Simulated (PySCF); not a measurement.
HfF3, SMILES [F][Hf]([F])[F] (connectivity only; charge and spin as stated), neutral, multiplicity 2.

Geometry: B3LYP-D3(BJ)/def2-TZVP. The spin state was assumed, not searched. The isomer is the one that the SMILES or the coordinates give; other isomers of the formula were not compared. The def2 effective core potentials stand for the cores of Hf; spin–orbit coupling is left out.

Computed with B3LYP-D3(BJ)/def2-TZVP (PySCF).

Frequencies are harmonic and unscaled.

Modes within 1.5 cm⁻¹ of each other (mostly degenerate sets) share a row, with their intensities summed.

Computed normal modes with their intensities:
| mode | ν (cm⁻¹) | IR (km/mol) | moving atoms (share of kinetic energy) |
|---|---|---|---|
| 1 | 68 | 7.8 | F 76 %, Hf 24 % |
| 2–3 | 146 | 19.0 | F 91 %, Hf 9 % |
| 4–5 | 636 | 300.8 | F 85 %, Hf 15 % |
| 6 | 643 | 0.0 | F 100 % |
